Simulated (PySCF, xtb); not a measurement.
2-fluoropent-1-en-3-yne (C₅H₅F), SMILES C(C(=C)F)#CC.

GFN2-xTB in xtb 6.7.1 at its own geometry gives an orbital gap of 4.12 eV and a dipole moment of 2.86 D.

Geometry: B3LYP-D3(BJ)/def2-SVP.

### Question
What does PBE/def2-TZVP run with PySCF give? (Estimate from the structure and the level; the computed values follow.)

### Answer
gap 4.13 eV (levels -5.83 and -1.70 eV), dipole 2.25 D.
